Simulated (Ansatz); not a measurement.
`[CH3][Sn]([F])([F])[C]#N` + H₂ → `N#[C][SnH]([F])[F]` + CH₄ at 700 K and 1 bar (hydrogenolysis of the Sn–C bond).

Gas-phase electronic energies from Ansatz, PBE0-D4/def2-TZVP geometries. CCSD(T)/CBS adds triple-zeta CCSD(T) − MP2 to the extrapolated MP2 energy (def2 sets, frozen cores). This one scheme is used for every species. def2 core potentials past Kr. For Sn outer-core shells are correlated without core-valence functions, which leaves a few kJ/mol of doubt a bond.

| species | CCSD(T)/CBS energy (Eh) | H − E (kJ/mol) | S (J/(mol·K)) |
| --- | --- | --- | --- |
| `[CH3][Sn]([F])([F])[C]#N` | -546.28404 | 209.2 | 520.0 |
| H₂ | -1.17544 | 46.8 | 155.3 |
| `N#[C][SnH]([F])[F]` | -507.00240 | 112.0 | 439.3 |
| CH₄ | -40.46206 | 145.9 | 224.0 |

H − E and S are ideal-gas, rigid-rotor, harmonic terms from PBE0-D4/def2-TZVP. The MP2-based limit puts H₂ 0.8 mEh under its directly extrapolated value; such offsets cancel only in part. 1 Eh = 2625.50 kJ/mol, R = 8.31446 J/(mol·K).

Q: By hand: ΔE, ΔH, ΔS and ΔG.

A: ΔE = (-507.00240) + (-40.46206) − (-546.28404) − (-1.17544) = -0.00498 Eh = -13.1 kJ/mol. Δ(H − E) = 112.0 + 145.9 − 209.2 − 46.8 = 1.9, so ΔH = -11.2 kJ/mol. ΔS = 439.3 + 224.0 − 520.0 − 155.3 = -12.0 J/(mol·K). ΔG = -11.2 − 700 × (-12.0)/1000 = -2.8 kJ/mol.

Q: By hand: the equilibrium constant, and the temperature at which ΔG would vanish if ΔH and ΔS stayed fixed.

A: log₁₀ K = −ΔG/(RT ln 10) = 0.2. ΔG = 0 at ΔH/ΔS = 933 K, though so small a ΔS makes that figure unsure.

TΔS isn't small against ΔH here. The sign of ΔG lies within the doubt. A doubt of 5 kJ/mol in ΔE shifts log₁₀ K by 0.4 here. Modes under 60 cm⁻¹, often nearly free rotors, make the harmonic entropy too high. These are equilibria of isolated gas molecules and say nothing of rates. Largest T1 diagnostic: 0.015 (customary marks: 0.02 for closed shells, 0.045 for open ones).
